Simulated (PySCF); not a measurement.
## Ionisation energy of Rb³²⁺ by level of theory

Rb³²⁺ [He] 2s2 2p1 [2p1/2^1, M_J = 1/2] → Rb³³⁺ [He] 2s2, as a difference of total energies. All numbers are calculated (PySCF 2.14, the two-component X2C-1e Hamiltonian, in an even-tempered Gaussian basis (17 s from 12 bohr⁻², ratio 2.4; 12 p from 16 bohr⁻², ratio 2.4; 5 d from 54 bohr⁻², ratio 2.6; 4 f from 81 bohr⁻², ratio 2.6)). Correlated levels: nothing frozen; the 34 highest virtual spinors dropped. "Screened" scales the spin-orbit matrix elements by Boettger's factors to mimic the two-electron term; Breit and QED terms are absent.

| method | ionisation energy (eV) |
| --- | --- |
| GHF (spin-free) | 3946.9 |
| GMP2 (spin-free) | 3946.1 |
| GHF (screened spin-orbit) | 3995.1 |
| GMP2 (screened spin-orbit) | 3994.0 |

For this ion Breit and QED terms and the two-electron picture change, all absent here, outweigh the correlation shift from GHF to GMP2.

The spin-free rows lack the spin-orbit shift.

For comparison: 3988 ± 3 eV (semi-empirical (NIST evaluation); NIST Atomic Spectra Database, ionization energies).
